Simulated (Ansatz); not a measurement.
`S=[C]1[NH][GeH2]1`. The species carries charge 0 and has multiplicity 1.

Cartesian coordinates in Å:
```
S 2.621 0.337 0.072
C 1.021 0.178 0.068
N -0.067 0.700 0.594
Ge -0.650 -0.694 -0.532
H -0.119 1.473 1.249
H -1.324 -1.825 0.258
H -1.483 -0.170 -1.709
```

Q: List the harmonic frequencies (cm⁻¹, unscaled) at PBE0-D4/def2-TZVP in Ansatz. (Estimate.)

A: Ansatz gave: 201, 236, 394, 526, 546, 559, 588, 637, 847, 938, 1140, 1548, 2139, 2168, 3526.

Q: Is this a minimum?

A: Yes, all 15 modes are real.

Q: Give the ideal-gas thermochemistry at 298.15 K and 1 bar (rigid rotor, harmonic oscillator; point group Cs, symmetry number 1).

A: Zero-point energy 95.7 kJ/mol; H(298) − E = 111.9 kJ/mol; entropy 313.7 J/(mol·K), of which translation 169.9, rotation 111.0, vibration 32.8; G(298) − E = 18.4 kJ/mol.
